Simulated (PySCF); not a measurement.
**Cl³⁺ (chlorine, charge +3): BP86 calculation**

Configuration: [Ne] 3s2 3p2, high-spin 3P determinant. Calculation: PySCF 2.14, in def2-TZVP (5s5p2d1f, 37 functions); the non-relativistic Hamiltonian (point nucleus).

| Item | Value |
| --- | --- |
| Total energy | -457.3712 hartree |
| One-electron energy | -608.9846 hartree |
| Hartree (Coulomb) energy | 178.6333 hartree |
| Exchange-correlation energy | -27.0200 hartree |
| Kinetic energy | 456.56558 hartree |
| ⟨S²⟩ | 2.0025 |
| ⟨L²⟩ | 2.011 |
| Sum of ⟨r⟩ | 9.332 bohr |
| Sum of ⟨r²⟩ | 11.49 bohr² |
| Traceless quadrupole moment −½Σ⟨3z² − r²⟩ along its main axis | 0.976 e·bohr² |
| Density at the nucleus (Gaussians lack the cusp) | 3110 bohr⁻³ |
| Spin density at the nucleus | 0.210 bohr⁻³ |
| Langevin diamagnetic susceptibility | -9.10 ×10⁻⁶ cm³/mol |
| Time after the integrals | 0.16 s of wall time on 1 thread of Neoverse-V1 (shared host) |

| shell | electrons | mean orbital energy (eV) | spread (eV) | rms radius, mean of both spins (bohr) |
| --- | --- | --- | --- | --- |
| 1s α | 1 | -2788.8 | 0 | 0.106 |
| 1s β | 1 | -2788.3 | 0 | 0.106 |
| 2s α | 1 | -296.10 | 0 | 0.485 |
| 2s β | 1 | -295.68 | 0 | 0.485 |
| 2p α | 3 | -236.96 | 0.434 | 0.453 |
| 2p β | 3 | -236.37 | 0.932 | 0.453 |
| 3s α | 1 | -59.816 | 0 | 1.50 |
| 3s β | 1 | -57.015 | 0 | 1.50 |
| 3p α | 2 | -46.303 | 0 | 1.62 |
